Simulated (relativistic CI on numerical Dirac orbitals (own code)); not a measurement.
# Line list: Forbidden lines, Pt³⁶⁺

Calculated at this level of theory: Dirac-Coulomb-Breit CI, orbitals from a KLI potential per configuration, model QED, unscaled Slater integrals (own radial code, finite nucleus).

Configurations in the expansion (outside the closed core [Ar] 3d10): 4s²4p⁶4d⁶, 4s²4p⁶4d⁵4f, 4s²4p⁵4d⁷, 4s²4p⁴4d⁸, 4s4p⁶4d⁷, 4p⁶4d⁸, 4s4p⁶4d⁶4f, 4s4p⁵4d⁸, 4s²4p⁶4d⁵5s, 4s²4p⁶4d⁵5d, 4s²4p⁴4d⁷5s, 4s²4p⁶4d⁴5s², 4s²4p⁶4d⁵6s, 4s4p⁶4d⁶5s, 4p⁶4d⁷5s, 4s4p⁶4d⁵5s². Levels of other configurations are missing.

```tsv
λ vac (Å)	Lower	Upper	Type	A (s⁻¹)	gf	Branching (%)
446.46	4s²4p⁶4d⁶ ³F4 [1]	4s²4p⁶4d⁶ ³D3 [10]	M1	4.17e+04	8.72e-06	75.2
457.63	4s²4p⁶4d⁶ ⁵D3 [4]	4s²4p⁶4d⁶ ⁵D3 [19]	M1	8.73e+04	1.92e-05	43.9
479.72	4s²4p⁶4d⁶ ⁵D4 [5]	4s²4p⁶4d⁶ ⁵D3 [19]	M1	7.00e+04	1.69e-05	35.2
484.24	4s²4p⁶4d⁶ ³F2 [9]	4s²4p⁶4d⁶ ³F2 [24]	M1	5.81e+04	1.02e-05	45.0
495.88	4s²4p⁶4d⁶ ³G5 [7]	4s²4p⁶4d⁶ ¹I6 [21]	M1	2.28e+04	1.09e-05	30.2
497.40	4s²4p⁶4d⁶ ³F4 [1]	4s²4p⁶4d⁶ ³G5 [7]	M1	2.42e+04	9.89e-06	98.8
503.01	4s²4p⁶4d⁶ ⁵D4 [5]	4s²4p⁶4d⁶ ³H4 [18]	M1	1.74e+05	5.94e-05	79.8
504.41	4s²4p⁶4d⁶ ³H6 [8]	4s²4p⁶4d⁶ ¹I6 [21]	M1	5.27e+04	2.61e-05	69.7
514.01	4s²4p⁶4d⁶ ³P2 [2]	4s²4p⁶4d⁶ ³F2 [9]	M1	7.54e+04	1.49e-05	99.4
540.05	4s²4p⁶4d⁶ ³G5 [7]	4s²4p⁶4d⁶ ³H5 [20]	M1	3.39e+04	1.63e-05	28.7
549.16	4s²4p⁶4d⁶ ⁵D3 [4]	4s²4p⁶4d⁶ ⁵D2 [16]	M1	1.94e+05	4.39e-05	75.7
550.18	4s²4p⁶4d⁶ ³H6 [8]	4s²4p⁶4d⁶ ³H5 [20]	M1	6.57e+04	3.28e-05	55.6
555.28	4s²4p⁶4d⁶ ³D3 [10]	4s²4p⁶4d⁶ ³G3 [22]	M1	5.61e+04	1.81e-05	41.8
561.50	4s²4p⁶4d⁶ ⁵D1 [6]	4s²4p⁶4d⁶ ⁵D0 [17]	M1	2.85e+05	1.35e-05	98.9
587.75	4s²4p⁶4d⁶ ³F4 [1]	4s²4p⁶4d⁶ ⁵D4 [5]	M1	1.07e+05	4.98e-05	100.0
595.59	4s²4p⁶4d⁶ ³G5 [7]	4s²4p⁶4d⁶ ³H4 [18]	M1	3.17e+04	1.52e-05	14.5
596.09	4s²4p⁶4d⁶ ⁵D1 [6]	4s²4p⁶4d⁶ ⁵D2 [16]	M1	5.74e+04	1.53e-05	22.4
624.68	4s²4p⁶4d⁶ ³F4 [1]	4s²4p⁶4d⁶ ⁵D3 [4]	M1	8.57e+04	3.51e-05	76.9
660.05	4s²4p⁶4d⁶ ³P2 [2]	4s²4p⁶4d⁶ ⁵D1 [6]	M1	1.09e+05	2.13e-05	90.7
729.03	4s²4p⁶4d⁶ ³P2 [2]	4s²4p⁶4d⁶ ⁵D3 [4]	M1	2.58e+04	1.44e-05	23.1
```

Terms are leading LS components. Brackets give the number of a level in order of energy, since labels repeat. The list gives strong lines, with weight on those to low levels, among the lowest 200 of 2774 levels, so that lines to higher ones, which can be the strongest, are missing. Levels whose partners in the same complex of configurations lie outside the list can be far off, and so can their lines. Rates are taken at the computed energies, electric ones in the length gauge.

At this charge energies of transitions that change n are usually good to better than 1 %, and those within a shell (Δn = 0) to a few per cent. Terms inside the open d or f shell come out 10 to 20 % too wide with unscaled integrals.

LS names give the leading component of a level, which can be under half, so a name can repeat, a term be missing and a line seem to break the LS rules.
